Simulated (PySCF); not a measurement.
Z-matrix (Å, degrees):
```
Si
O 1 1.6419
H 2 0.9584 1 117.70
O 1 1.6419 2 113.53 3 -65.96
H 4 0.9584 1 117.70 2 -65.96
H 1 1.4812 2 103.85 3 172.81
H 1 1.4812 6 112.95 2 120.92
```
Charge 0, multiplicity 1.

Question: What is the computed HOMO, LUMO, S1 oscillator strength, HOMO–LUMO gap and dipole moment (PBE0-D4/def2-TZVP in PySCF 2.14.0)?

Answer: 
```json
{
  "HOMO": "-8.89 eV",
  "LUMO": "0.53 eV",
  "S1 oscillator strength": "0.003",
  "HOMO–LUMO gap": "9.41 eV",
  "dipole_moment": "1.07 D"
}
```
